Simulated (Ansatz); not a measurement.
A made-up structure of BSiH3ClO (charge -1), closed shell:

```
7
angstrom
O -0.6151 -1.9381 1.1094
B -0.5669 -1.0824 0.1964
Si 0.4566 0.6723 0.0766
Cl -1.5652 -1.2606 -1.4874
H -0.4448 -2.1301 2.0449
H 1.2912 0.9902 1.2854
H 1.4182 0.7401 -1.0747
```

It is relaxed with PBE-D4/def2-SVPD and then PBE0-D4/def2-TZVPD (Ansatz 0.2.0). Atoms count as bonded within 1.22 times the sum of their covalent radii (H–H: 0.88 Å). The end point is not checked to be a true minimum.

Q: Does its bonding change? (A judgement: the text doesn't fix the answer.)

A: By the calculation: No: no bond forms or breaks.

Where it ends: The first stage lowers the energy by 1.32 eV in 10 steps. It ends as BSiH₃ClO ([OH][B]([SiH2])[Cl]), total charge -1:
```tsv
atom	x (Å)	y (Å)	z (Å)
O1	-0.7335	-1.8825	1.0891
B2	-0.5447	-0.9856	0.0599
Si3	0.3173	0.8064	0.2464
Cl4	-1.4264	-1.5467	-1.4438
H5	-0.2135	-1.5634	1.8330
H6	1.3290	0.3784	1.3258
H7	1.2457	0.7849	-0.9598
```

Labels in which every atom is bracketed show which atoms are joined, not bond orders.

For scale, one of the runs: PBE0-D4/def2-TZVPD relaxation, 193 basis functions, launched by `ansatz run in.yaml --threads 2 --pin off --events-out ev --progress --plain --max-ram 4352MiB`. Hardware: 2 CPU threads of an Intel Xeon Platinum 8259CL, shared host. Wall time about 43 s.
